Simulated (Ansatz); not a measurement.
Sr₄⁻. Total charge -1; doublet. Geometry r2SCAN/def2-TZVPD; atoms count from 1.

```xyz
4

Sr   -0.219    1.972   -1.548
Sr   -1.783    0.133    1.771
Sr   -0.269   -2.133   -1.309
Sr    2.271    0.027    1.085
```

In the def2 sets Sr takes a core potential; there is no spin–orbit coupling. The geometry of the doublet was relaxed on an unsound state (⟨S²⟩ 1.16, where a pure state has 0.75). The structure comes from a short search, and lower isomers may exist.

(1) Estimate the Mulliken populations from the PBE0/def2-TZVPD orbitals of Ansatz.

(2) Where does the spin sit?

(3) And the Mayer bond orders between bonded heavy atoms (over 0.3)?

## Answers

(1) 
| atom | charge (e) | spin (α − β) |
| --- | --- | --- |
| Sr1 | -0.25 | 0.25 |
| Sr2 | -0.25 | 0.25 |
| Sr3 | -0.25 | 0.25 |
| Sr4 | -0.25 | 0.25 |
Mulliken values and Mayer orders depend strongly on the basis. With diffuse functions, as here, like atoms can get unlike values, and bond orders can come out too low or too high.

(2) Summed by element: Sr 1.00, of 1 unpaired in all. Largest on single atoms: Sr4 0.25, Sr1 0.25, Sr2 0.25.

(3) Sr1–Sr2 0.71 (4.10 Å); Sr1–Sr3 0.70 (4.11 Å); Sr1–Sr4 0.70 (4.11 Å); Sr2–Sr3 0.70 (4.11 Å); Sr2–Sr4 0.70 (4.11 Å); Sr3–Sr4 0.71 (4.10 Å).
